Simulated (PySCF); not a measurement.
Bonds (- single, = double, # triple, : aromatic): C1=C2, C2=C3, C3-Si4, Si4-C5, C5#C6, C6-C7, C3-C8, C8=O9, C8-O10. C1 carries H11, H12; Si4 carries H13, H14; C7 carries H15, H16, H17; O10 carries H18.

Method: GIAO PBE0/pcSseg-1 shieldings, structure optimised with GFN2-xTB, in PySCF 2.14.0 with density-fitted response routines (equivalent nuclei averaged, in vacuum, non-relativistic, one computed conformer).

Referencing at the same level of theory: 13C vs TMS.

Do the 13C shifts follow the atomic charges (in e)? Tabulate both.

Answers


| atoms | hybridisation | δ (ppm) | σ para (ppm) | Hirshfeld | IAO | Mulliken | ESP-fitted |
| --- | --- | --- | --- | --- | --- | --- | --- |
| C2 | sp | 232.6 | -305 | +0.05 | +0.12 | +0.09 | +0.33 |
| C8 | sp2 | 170.4 | -229 | +0.20 | +0.53 | +0.56 | +0.74 |
| C6 | sp | 113.6 | -203 | -0.02 | +0.01 | -0.13 | +0.25 |
| C3 | sp2 | 90.5 | -170 | -0.12 | -0.39 | -0.69 | -0.42 |
| C5 | sp | 82.5 | -153 | -0.19 | -0.38 | -0.40 | -0.47 |
| C1 | sp2 | 76.2 | -153 | -0.10 | -0.36 | -0.15 | -0.64 |
| C7 | sp3 | 6.1 | -71 | -0.09 | -0.44 | -0.16 | -0.54 |

Correlation coefficients of δ with charge over these carbons: Hirshfeld +0.68, IAO +0.77, Mulliken +0.53, ESP-fitted +0.79; with the paramagnetic shielding -0.99. With so few points, grouped by hybridisation, these coefficients are fragile. Charge is one influence among several: hybridisation and low-lying excitations act through the paramagnetic term.

Shifts are as computed. Against solution values, carbons near 30 ppm lie about +3 ppm off and those near 130 ppm about +5 ppm. Of 1211 compounds with measured shifts, 218 miss one by over three times the rms of a fit or turn the order of signals round; such compounds aren't used in these exercises. The C=O carbon of an acid or of an amide with N–H lies up to 10 ppm further downfield in solution, through hydrogen bonding that the calculation lacks.
